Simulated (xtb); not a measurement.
C5H4N (SMILES [c-]1cccnc1), charge -1, singlet, geometry from GFN2-xTB; GFN1-xTB in xtb.

The xtb input:
```
$ xtb mol.xyz --gfn 1 --chrg -1 --acc 1000 --json

# file mol.xyz
10

N     -0.01597523    -0.02962172     1.38373483
C      0.01557545    -0.06582818    -1.36989980
C     -0.00521036     1.10543325     0.69612625
C     -0.01054599    -1.15662589     0.66382466
C      0.00511221    -1.33380566    -0.73772362
C      0.01077742     1.14303371    -0.68694833
H      0.02830252    -0.02508551    -2.46852276
H     -0.00972220     2.02524692     1.29071120
H     -0.02017221    -2.05150868     1.30507188
H      0.01916619     2.10545597    -1.20567905
```

**Question.** Predict the main parts of the log of this xtb run.

**Answer.** 
```
   ID    Z sym.   atoms
    1    7 N      1
    2    6 C      2-6
    3    1 H      7-10

           -------------------------------------------------
          |                Calculation Setup                |
           -------------------------------------------------

           -------------------------------------------------
          |                 G F N 1 - x T B                 |
           -------------------------------------------------

          ...................................................
          :                      SETUP                      :
          :.................................................:
          :  # basis functions                  32          :
          :  # atomic orbitals                  32          :
          :  # shells                           20          :
          :  # electrons                        30          :
          :  # halogen bonds                     0          :
          :  max. iterations                   250          :
          :  Hamiltonian                  GFN1-xTB          :
          :  restarted?                      false          :
          :  GBSA solvation                  false          :
          :  PC potential                    false          :
          :  electronic temp.          300.0000000     K    :
          :  accuracy                 1000.0000000          :
          :  -> integral cutoff          0.2000000E+02      :
          :  -> integral neglect         0.1000000E-04      :
          :  -> SCF convergence          0.1000000E-02 Eh   :
          :  -> wf. convergence          0.2000000E-01 e    :
          :  Broyden damping             0.4000000          :
          :  net charge                         -1          :
          :  unpaired electrons                  0          :
          ...................................................

 iter      E             dE          RMSdq      gap      omega  full diag
   1    -16.2100798 -0.162101E+02  0.998E+00    3.18       0.0  T
   2    -16.2561011 -0.460214E-01  0.584E+00    2.14       1.0  T
   3    -16.2528651  0.323607E-02  0.136E+00    2.27       1.0  T
   4    -16.2587671 -0.590207E-02  0.230E-01    2.11       1.0  T
   5    -16.2593300 -0.562846E-03  0.278E-02    2.18       1.1  T
   6    -16.2593341 -0.412349E-05  0.525E-03    2.18       6.0  T

   *** convergence criteria satisfied after 6 iterations ***

         :::::::::::::::::::::::::::::::::::::::::::::::::::::
         ::                     SUMMARY                     ::
         :::::::::::::::::::::::::::::::::::::::::::::::::::::
         :: total energy             -16.030205413582 Eh    ::
         :: gradient norm              0.036168995820 Eh/a0 ::
         :: HOMO-LUMO gap              2.178206670867 eV    ::
         ::.................................................::
         :: SCC energy               -16.259334116092 Eh    ::
         :: -> electrostatic           0.131880233633 Eh    ::
         :: repulsion energy           0.232907342549 Eh    ::
         :: dispersion energy         -0.003778640039 Eh    ::
         :: halogen bond corr.         0.000000000000 Eh    ::
         :: add. restraining           0.000000000000 Eh    ::
         :: total charge              -1.000000000000 e     ::
         :::::::::::::::::::::::::::::::::::::::::::::::::::::

           -------------------------------------------------
          |                Property Printout                |
           -------------------------------------------------

    * Orbital Energies and Occupations

         #    Occupation            Energy/Eh            Energy/eV
      -------------------------------------------------------------
         1        2.0000           -0.5341878             -14.5360
       ...           ...                  ...                  ...
         3        2.0000           -0.4177945             -11.3688
         4        2.0000           -0.3901770             -10.6173
         5        2.0000           -0.3785098             -10.2998
         6        2.0000           -0.3605701              -9.8116
         7        2.0000           -0.3180600              -8.6549
         8        2.0000           -0.3112967              -8.4708
         9        2.0000           -0.2947363              -8.0202
        10        2.0000           -0.2848052              -7.7499
        11        2.0000           -0.2592650              -7.0550
        12        2.0000           -0.2234293              -6.0798
        13        2.0000           -0.1965286              -5.3478
        14        2.0000           -0.1963938              -5.3441
        15        2.0000           -0.1257467              -3.4217 (HOMO)
        16                         -0.0456991              -1.2435 (LUMO)
        17                         -0.0289058              -0.7866
        18                          0.0802845               2.1847
        19                          0.0863398               2.3494
        20                          0.0937629               2.5514
        21                          0.1141406               3.1059
        22                          0.1245329               3.3887
        23                          0.3854250              10.4879
        24                          0.4257053              11.5840
        25                          0.4683969              12.7457
        26                          0.4866078              13.2413
       ...                                ...                  ...
        32                          0.7910829              21.5265
      -------------------------------------------------------------
                  HL-Gap            0.0800476 Eh            2.1782 eV
             Fermi-level           -0.0857229 Eh           -2.3326 eV

  Mulliken/CM5 charges         n(s)   n(p)   n(d)
     1N    -0.42626 -0.62057   1.563  3.864  0.000
     2C     0.02665 -0.02135   1.054  2.919  0.000
     3C     0.10328  0.12946   1.005  2.892  0.000
     4C     0.16751  0.19584   1.027  2.805  0.000
     5C    -0.52156 -0.52403   1.379  3.142  0.000
     6C    -0.11123 -0.15994   1.054  3.057  0.000
     7H    -0.06754 -0.01341   1.068  0.000  0.000
     8H    -0.05530  0.00940   1.055  0.000  0.000
     9H    -0.07656 -0.01127   1.077  0.000  0.000
    10H    -0.03899  0.01587   1.039  0.000  0.000

Wiberg/Mayer (AO) data.
largest (>0.10) Wiberg bond orders for each atom

 ---------------------------------------------------------------------------
     #   Z sym  total        # sym  WBO       # sym  WBO       # sym  WBO
 ---------------------------------------------------------------------------
     1   7 N    3.010 --     3 C    1.407     4 C    1.394     2 C    0.101
     2   6 C    3.982 --     6 C    1.430     5 C    1.408     7 H    0.974
                             1 N    0.101
     3   6 C    3.977 --     6 C    1.435     1 N    1.407     8 H    0.972
                             5 C    0.122
     4   6 C    3.950 --     5 C    1.408     1 N    1.394     9 H    0.974
     5   6 C    3.060 --     2 C    1.408     4 C    1.408     3 C    0.122
     6   6 C    3.985 --     3 C    1.435     2 C    1.430    10 H    0.974
     7   1 H    1.034 --     2 C    0.974
     8   1 H    1.022 --     3 C    0.972
     9   1 H    1.044 --     4 C    0.974
    10   1 H    1.008 --     6 C    0.974
 ---------------------------------------------------------------------------

Topologies differ in total number of bonds
Writing topology from bond orders to xtbtopo.mol

 dipole moment from electron density (au)
     X       Y       Z
   0.0026   1.7281   0.1543  total (Debye):    4.410

           -------------------------------------------------
          | TOTAL ENERGY              -16.030205413582 Eh   |
          | GRADIENT NORM               0.036168995820 Eh/α |
          | HOMO-LUMO GAP               2.178206670867 eV   |
           -------------------------------------------------

normal termination of xtb
```
